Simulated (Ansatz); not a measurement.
The same path of BFH$_{4}$O$_{2}$Si (9 atoms, charge 0, multiplicity 1) was run twice with different band settings. Lost on the way: Si3–H8. Made: O4–H8.

Level of theory: Ansatz 0.2.0, RKS r2SCAN/def2-SVP.

Relaxed end points:

```xyz
9
Properties=species:S:1:pos:R:3
B 0.041 1.073 1.565
O 0.482 0.677 0.346
Si -0.153 -0.334 -0.803
O 0.929 -1.553 -0.968
F -0.263 0.502 -2.180
H 0.734 1.834 2.196
H -1.022 0.664 1.991
H -1.515 -0.768 -0.437
H 0.854 -2.141 -1.728
```

```xyz
9
Properties=species:S:1:pos:R:3
B -0.111 1.034 1.534
O 0.100 0.333 0.399
Si -1.085 -0.243 -0.758
O 0.541 -1.405 -1.384
F -0.727 0.819 -1.960
H 0.850 1.337 2.208
H -1.239 1.344 1.869
H 1.259 -0.958 -0.893
H 0.499 -2.309 -1.033
```

Common settings: movable images 5; climbing image yes; spring 5.0 eV/Å²; optimiser quadratic models (default); start path through a guess of the saddle point; iteration limit 60; end points relaxed.

| run | force threshold |
| --- | --- |
| 1 | 0.03 eV/Å |
| 2 | 0.5 eV/Å |

Problem. What does each run give, and how far can it be trusted?

Solution. Run 1: converged after 22 iterations, highest image 3.270 eV above the first end. The profile has 2 maxima (images 2, 5) with wells between them (image 3): this band takes more than one step, which may be the mechanism or a detour left from its start path. Neighbouring images differ by up to 2.6 eV, so the band resolves the path poorly. A vibrational analysis at the climbing image gives one clearly imaginary mode, 1352i cm⁻¹: a first-order saddle point.
Run 2: converged after 13 iterations, highest image 3.286 eV above the first end. The threshold of 0.5 eV/Å is loose, so the images may lie well off the minimum-energy path. The profile has 2 maxima (images 2, 4) with wells between them (image 3): this band takes more than one step, which may be the mechanism or a detour left from its start path. Neighbouring images differ by up to 2.7 eV, so the band resolves the path poorly. The order of the stationary point at the top wasn't checked.
The orbitals stay closed-shell, which can raise the energy where a bond breaks towards radicals; this wasn't checked here.
